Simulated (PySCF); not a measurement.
Compound: trifluoromethylgermane, CH3F3Ge.
InChI=1S/CH3F3Ge/c2-1(3,4)5/h5H3

Level of theory: TDDFT CAM-B3LYP/def2-SVPD, vertical, gas phase, core orbitals frozen in the response (PySCF 2.14.0, density-fitted response routines). Geometry: PBE0-D3(BJ)/def2-SVP; no solvent, vibrations or thermal averaging. The CAM-B3LYP/def2-SVPD calculation is non-relativistic and has no spin–orbit coupling, an omission that weighs most on germanium.

Computed states:

| state | E (eV) | f |
| --- | --- | --- |
| S1 | 8.72 | 0.0047 |
| S2 | 8.98 | 0.0009 |
| S3 | 8.98 | 0.0010 |
| S4 | 9.28 | 0.329 |
| S5 | 9.29 | 0.015 |
| S6 | 9.30 | 0.028 |
| S7 | 9.34 | 0.174 |
| S8 | 9.34 | 0.172 |
| S9 | 9.59 | 0.0000 |
| S10 | 10.36 | 0.228 |

Each state is given a Gaussian of 0.5 eV full width at half maximum, with ε(max) = 2.175×10⁸ f / Δν̃ (Δν̃ the width in cm⁻¹). The width is an assumption, not a result. The curve ends short of the highest state used, and states not computed would add to its high-energy end.

(1) What does the envelope look like, and where are its maxima?

(2) Coming from long wavelengths, where does ε first pass 100 L mol⁻¹ cm⁻¹?

Answers

(1) 
(E (eV), ε (L mol⁻¹ cm⁻¹)): (7.97, 0), (8.05, 2), (8.13, 5), (8.21, 14), (8.28, 29), (8.36, 62), (8.44, 118), (8.52, 213), (8.59, 364), (8.67, 731), (8.75, 1587), (8.83, 3460), (8.90, 6481), (8.98, 12019), (9.06, 19668), (9.14, 28171), (9.21, 34493), (9.29, 38204), (9.37, 36847), (9.45, 30938), (9.52, 23697), (9.60, 15354), (9.68, 8712), (9.76, 4467)

Maxima: 133 nm (9.31 eV), ε about 38000, made up of S4 (46%), S7 (24%) and S8 (24%) (ε in L mol⁻¹ cm⁻¹; maxima over ε = 5, shares over 10%).

(2) At about 147 nm (8.42 eV), 0.30 eV below S1.

The vertical ionisation energy (ΔSCF) is 12.00 eV, 1.65 eV above S10.
